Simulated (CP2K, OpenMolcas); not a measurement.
## C2H2FSi (SMILES C#C[SiH]F): methods side by side

C2H2FSi: 6 atoms, total charge 0, spin state doublet. As SMILES, `C#C[SiH]F`. The coordinates come from a PBE0-D4/def2-TZVP relaxation.

Quantity: the vertical electron affinity (to the singlet anion), in eV. The values are calculated.

The electron affinity is E(neutral) − E(anion): positive where the electron is bound.

```csv
level,kind,program,value (eV),CPU time (all runs)
PM6,semi-empirical,CP2K,1.38,under 2 s
UHF/def2-SVPD,Hartree–Fock,OpenMolcas,-0.20,38 s
USVWN5/def2-SVPD,LDA,OpenMolcas,1.23,81 s
U-revPBE/def2-SVPD,GGA,OpenMolcas,0.91,2 min
U-r2SCAN/def2-SVPD,meta-GGA,OpenMolcas,0.89,2.6 min
UBHLYP/def2-SVPD,global hybrid,OpenMolcas,0.84,1.9 min
UM06-2X/def2-SVPD,hybrid meta-GGA,OpenMolcas,0.95,2.4 min
```

Where it was recorded, the anion's HOMO is positive in USVWN5/def2-SVPD, U-revPBE/def2-SVPD, U-r2SCAN/def2-SVPD, UBHLYP/def2-SVPD, UM06-2X/def2-SVPD: a fault of the level (basis or self-interaction), which says nothing on whether the real anion is bound. The values span -0.20 to 1.38 eV. Times are those of the runs behind each value, whatever else they computed, on shared processors of several kinds: orders of magnitude only.
